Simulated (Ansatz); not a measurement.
Input for Ansatz (a first-principles code): U-PBE0/def2-TZVPP on F (SMILES [F]).

Ansatz 0.2 input:
```yaml
crystal:
  periodic: [false, false, false]
  atoms:
    - {symbol: F, position_ang: [0.00000000, 0.00000000, 0.00000000]}
basis:
  gaussian:
    orbitals: def2-TZVPP
hamiltonian:
  xc: {name: PBE0}
magnetization: {spin_polarized: true, initial_magnetization: 1}
```

Program output:

```
WARN ansatz: RAYON_NUM_THREADS=4 ignored (pool sized by the plan → 4); use --threads N
Functional definition: PBE0
integrals: 0.00 GiB planned
156 factors; their error is unknown
mean field: 0.08 GiB planned
mean field evaluation 1: about -2712.2073 eV, gradient 7.1e0 eV
mean field evaluation 2: about -2712.2961 eV, gradient 2.3e0 eV
mean field evaluation 4: about -2712.3096 eV, gradient 4.9e-2 eV
mean field evaluation 8: about -2712.3268 eV, gradient 1.9e-3 eV
mean field -2712.32683015 eV, -99.6761725267 hartree, gradient 5.5e-6 eV, S^2 0.751638; 0 other end points of the search recorded, 0 dependent functions left out
reference -2712.32683637 eV, -99.6761727553 hartree; 5, 4 occupied and 26, 27 virtual orbitals, 156 factors
Total energy: -2712.32683637 eV, -99.6761727553 hartree
```

The run converged.

Cost: roughly 0.4 core-seconds.
